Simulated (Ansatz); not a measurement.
Harmonic frequencies (cm⁻¹) at PBE0-D4/def2-TZVP from Ansatz: 162, 214, 338, 404, 580, 617, 700, 734, 834, 926, 998, 1158, 1596, 2215, 2588, 2688, 3555, 3651.

Each molecule was computed in one conformer, which needn't be the lowest.

(1) Which molecule is it?
A. `C#C[Se][SiH3]`
B. `COC1=NC1`
C. `B[AsH]N`
D. `[SnH3][C]1=CO1`

## Answers

(1) C.
